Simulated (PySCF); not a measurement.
Al(H)(Me)(OH) (CH₅AlO), SMILES [CH3][AlH][OH].

Geometry: PBE0-D3(BJ)/def2-TZVP. One conformer was computed; it need not be the lowest.

Level of theory: TDA-M06-2X/def2-SVPD run with PySCF.

Vertical excitations. Isolated molecule, no solvent. State labels are in the subgroup Cs.

| state | symmetry | energy (eV) | λ (nm) | f | main pairs |
|---|---|---|---|---|---|
| S1 | A" | 5.98 | 207 | 0.004 | HOMO→LUMO 99 % |
| S2 | A' | 7.09 | 175 | 0.046 | HOMO→LUMO+1 90 % |
| S3 | A" | 7.58 | 164 | 0.022 | HOMO−1→LUMO 89 % |
| S4 | A' | 7.61 | 163 | 0.135 | HOMO→LUMO+2 81 % |
| S5 | A" | 8.10 | 153 | 0.049 | HOMO−2→LUMO+1 66 %, HOMO−2→LUMO+2 17 % |
| S6 | A' | 8.17 | 152 | 0.016 | HOMO−2→LUMO 42 %, HOMO→LUMO+3 21 %, HOMO−1→LUMO+1 18 % |
| S7 | A' | 8.25 | 150 | 0.204 | HOMO→LUMO+3 58 %, HOMO−2→LUMO 28 % |
| S8 | A' | 8.47 | 146 | 0.199 | HOMO−1→LUMO+1 51 %, HOMO−2→LUMO 19 %, HOMO→LUMO+3 10 % |
| S9 | A' | 8.98 | 138 | 0.045 | HOMO−1→LUMO+2 43 %, HOMO→LUMO+4 26 %, HOMO−1→LUMO+1 7 % |
| S10 | A" | 9.14 | 136 | 0.070 | HOMO−3→LUMO 59 %, HOMO−2→LUMO+2 15 %, HOMO−2→LUMO+3 10 % |
| T1 | A" | 5.60 | 222 | 0 | HOMO→LUMO 97 % |
| T2 | A' | 6.47 | 192 | 0 | HOMO→LUMO+1 70 %, HOMO→LUMO+3 19 % |
| T3 | A" | 6.93 | 179 | 0 | HOMO−1→LUMO 92 % |
| T4 | A' | 7.12 | 174 | 0 | HOMO−2→LUMO 88 % |
Triplets are in the Tamm–Dancoff approximation.
